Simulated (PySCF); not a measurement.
**Relaxation of triplet Pd₂Cl⁺**

Computed with UPBE0/[Cl def2-TZVP, Pd def2-TZVP with ECP28], scalar-relativistic core potentials, density fitting, no spin–orbit coupling, PySCF. A (50,194) grid was used.

A hand-made linear start, of D∞h symmetry, held to at least that symmetry:

Coordinates in bohr (charge 1 multiplicity 3):
```
Cl    0.0000    0.0000    0.0000
Pd    0.0000    0.0000    4.0557
Pd    0.0000    0.0000   -4.0557
```

Optimiser trace:
```tsv
step	E − E(last) (kJ/mol)	largest gradient (Eh/bohr)
0	32.57	0.03811
1	11.36	0.02035
2	1.15	0.00579
3	0.05	0.00118
4	0.00	0.00008
5	0.00	0.00001
```

It ends at D∞h with Cl–Pd 2.342 Å (×2); Pd–Cl–Pd 180.0°. No frequency check is given, so it may be a saddle point. Other isomers or separated fragments may lie lower. A symmetry-breaking gradient of 0.0043 Eh/bohr is left: the electronic state wants a lower symmetry.

With open d or f shells other occupations or spin states may lie lower.

The relaxation took roughly 2.7 core-minutes on a shared host.
